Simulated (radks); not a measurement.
Values are calculated unless marked as measured or tabulated.
Task: Excited configurations of the gallium ion Ga+: one electron is placed in a higher orbital outside [Ar] 3d10 4s1. The ground configuration is [Ar] 3d10 4s2. Level of theory: Dirac Kohn-Sham, PBE, spin-unpolarised, spherical densities, finite nucleus; open shells fill j = l - 1/2 first; Fermi nuclear charge, rms radius 3.9973 fm (a radial shooting solver on a logarithmic mesh with Libxc functionals). Excitation = E - E(ground); binding = E(ion) - E, where the ion is the core of charge +2; n* = 2/sqrt(2 binding) in atomic units, and the quantum defect is n - n*.

outer orbital  excitation (eV)  binding (eV)     n*  quantum defect  eigenvalue (eV)  <r> (bohr)
5d3/2                   17.367         3.762  3.804           1.196           -2.855       9.819
6s1/2                   16.880         4.248  3.579           2.421           -3.365       9.979
6d3/2                   18.687         2.441  4.722           1.278           -1.926       16.01
7s1/2                   18.452         2.676  4.510           2.490           -2.159       15.89
7f5/2                   19.876         1.252  6.592           0.408           -1.006       31.37

Estimate the row for 5s1/2.

Result: excitation (eV) 13.333; binding (eV) 7.796; n* 2.642; quantum defect 2.358; eigenvalue (eV) -6.099; <r> (bohr) 5.415. The Delta-SCF ionisation energy is 21.128 eV (NIST Atomic Spectra Database: 20.515 eV, measured). Self-interaction in the functional shifts the binding energies and quantum defects, so they are the method's values and not measured ones. Spin polarisation and multiplet splitting are left out, so open shells lie too high by an amount that depends on their filling.

Beside tabulated values, note that spin-unpolarised runs miss the spin-polarisation part of the exchange energy of open shells.
